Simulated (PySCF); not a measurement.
Job file and geometry (Å, from GFN2-xTB) of an NMR shielding run on `CC[SiH2][SiH2]C(F)(F)F`, C$_{3}$H$_{9}$F$_{3}$Si$_{2}$, GIAO PBE0/pcSseg-1 NMR shielding, non-relativistic, gas phase (PySCF 2.14.0, density-fitted response routines); density fitting, a coarse starting grid and PySCF grid level 2 are the driver's defaults:

```
$ OMP_NUM_THREADS=1 python probes_run.py task.json out

{"job": {"kind": "nmr", "xc": "PBE0", "basis": "pcSseg-1"}, "charge": 0, "multiplicity": 1}
C     -2.517726     0.443974     0.523015
C     -1.724009    -0.855570     0.449947
Si    -0.275499    -0.769168    -0.788907
Si     1.173165     0.913668    -0.101503
C      2.951275     0.120147    -0.157457
F      3.939347     0.951796     0.221611
F      3.048154    -0.965128     0.644079
F      3.279087    -0.309909    -1.397577
H     -2.958406     0.677047    -0.443446
H     -1.879381     1.277100     0.813353
H     -3.323170     0.365287     1.250881
H     -2.399522    -1.664469     0.169494
H     -1.348813    -1.102137     1.444968
H     -0.824790    -0.471127    -2.121759
H      0.370127    -2.086919    -0.854504
H      1.126748     1.391184     1.285901
H      1.356416     2.096255    -0.948008
```

**Question.** What does the program print?

**Answer.** 
```
coarse grid: 15344 points
cycle   1  E = -997.3203734405  dE =  6.786e-01  |g| = 8.764e-01  |ddm| = 3.510e+00
cycle   2  E = -997.1752433422  dE =  1.451e-01  |g| = 1.312e+00  |ddm| = 1.123e+00
cycle   3  E = -997.4570042745  dE = -2.818e-01  |g| = 4.986e-02  |ddm| = 6.833e-01
cycle   4  E = -997.4573693183  dE = -3.650e-04  |g| = 2.920e-02  |ddm| = 6.109e-02
cycle   5  E = -997.4575621596  dE = -1.928e-04  |g| = 6.547e-03  |ddm| = 2.581e-02
cycle   6  E = -997.4575730200  dE = -1.086e-05  |g| = 1.309e-03  |ddm| = 7.564e-03
cycle   7  E = -997.4575734675  dE = -4.476e-07  |g| = 3.655e-04  |ddm| = 1.632e-03
final grid: 140640 points
cycle   8  E = -997.5234050848  dE = -4.449e-05  |g| = 7.514e-03  |ddm| = 2.135e-02
cycle   9  E = -997.5233973058  dE =  7.779e-06  |g| = 9.874e-03  |ddm| = 1.181e-02
cycle  10  E = -997.5234176848  dE = -2.038e-05  |g| = 5.779e-04  |ddm| = 6.412e-03
cycle  11  E = -997.5234177268  dE = -4.201e-08  |g| = 2.710e-04  |ddm| = 4.978e-04
cycle  12  E = -997.5234177393  dE = -1.253e-08  |g| = 5.272e-05  |ddm| = 1.880e-04
cycle  13  E = -997.5234177399  dE = -5.516e-10  |g| = 1.857e-05  |ddm| = 6.299e-05
converged SCF energy = -997.5234177399

GIAO shielding tensors (ppm)
atom      isotropic    diamagn.    paramagn.     s11        s22        s33       span
  0 C      173.359     247.601     -74.242    164.912    167.308    187.856     22.944
  1 C      181.595     253.013     -71.418    175.270    181.826    187.690     12.420
  2 Si     416.950     881.601    -464.651    385.385    394.093    471.372     85.987
  3 Si     419.783     880.680    -460.897    391.296    418.151    449.902     58.606
  4 C       44.456     254.923    -210.467     36.825     41.855     54.689     17.864
  5 F      234.914     470.052    -235.138    137.634    243.807    323.300    185.666
  6 F      235.578     476.249    -240.671    137.736    245.369    323.629    185.893
  7 F      233.411     474.202    -240.791    135.054    243.137    322.042    186.988
  8 H       30.746      29.639       1.107     26.481     28.719     37.037     10.555
  9 H       31.020      31.227      -0.207     25.917     31.126     36.016     10.099
 10 H       30.122      27.910       2.212     24.915     27.235     38.216     13.301
 11 H       30.648      30.227       0.421     25.345     28.663     37.936     12.591
 12 H       30.877      32.517      -1.639     26.485     29.035     37.112     10.627
 13 H       27.695      30.289      -2.594     24.198     26.109     32.776      8.579
 14 H       27.360      30.433      -3.073     23.289     26.376     32.415      9.125
 15 H       27.653      29.767      -2.115     23.836     27.019     32.103      8.267
 16 H       27.575      28.904      -1.329     23.889     26.258     32.578      8.689
```

**Question.** Turn these shieldings into chemical shifts. References, each an isolated molecule treated in the same way: TMS for 13C (σ = 186.93 ppm) and 29Si (σ = 349.16 ppm) and 1H (σ = 31.72 ppm); 19F (σ = 170.95 ppm) vs CFCl3.

**Answer.** Averaging equivalent atoms: C 4: 142.5; C 0: 13.6; C 1: 5.3; Si 2: -67.8; Si 3: -70.6; F 5/6/7: -63.7; H 13/14: 4.19; H 15/16: 4.10; H 8/9/10: 1.09; H 11/12: 0.95 ppm. Unscaled 19F shifts against computed CFCl3 carry errors that often reach 10 to 50 ppm.

Size and cost of the density-fitted run: 195 basis functions, 29 s wall time on 1 thread of an Arm Neoverse V1, shared host; peak memory 0.86 GiB.
